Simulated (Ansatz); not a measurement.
`N#[C][Ge]([F])([F])[F]` and `[F][Ge]([F])([F])[F]` differ in one atom or group.

Ansatz, PBE0-D4/def2-TZVP geometries, multiplicity 1. 

Scalar relativity is left out up to krypton.

```json
{"property": "HOMO energy (B3LYP/def2-TZVPP) / eV", "`N#[C][Ge]([F])([F])[F]`": "-11.03"}
{"property": "size of the dipole moment (ωB97M-V/def2-TZVPP) / D", "`N#[C][Ge]([F])([F])[F]`": "0.84"}
{"property": "HOMO energy (PBE/def2-TZVPP) / eV", "`N#[C][Ge]([F])([F])[F]`": "-9.66"}
{"property": "HOMO energy (PBE0/def2-TZVPP) / eV", "`N#[C][Ge]([F])([F])[F]`": "-11.32"}
{"property": "LUMO energy (PBE0/def2-TZVPP) / eV", "`N#[C][Ge]([F])([F])[F]`": "-1.70"}
{"property": "LUMO energy (ωB97M-V/def2-TZVPP) / eV", "`N#[C][Ge]([F])([F])[F]`": "0.51"}
```

(1) What does the change do to each property? (Best estimate.)

Answers

(1) The calculation gave: 
```tsv
property	`[F][Ge]([F])([F])[F]`	shift
HOMO energy (B3LYP/def2-TZVPP) / eV	-12.36	-1.33
size of the dipole moment (ωB97M-V/def2-TZVPP) / D	0.00	-0.84
HOMO energy (PBE/def2-TZVPP) / eV	-10.48	-0.82
HOMO energy (PBE0/def2-TZVPP) / eV	-12.69	-1.37
LUMO energy (PBE0/def2-TZVPP) / eV	-1.73	-0.03
LUMO energy (ωB97M-V/def2-TZVPP) / eV	0.46	-0.05
```

The zero-point energy changes by -15.1 kJ/mol with -3 modes.

B3LYP here is the variant with VWN-RPA as its local correlation; programs differ in this.
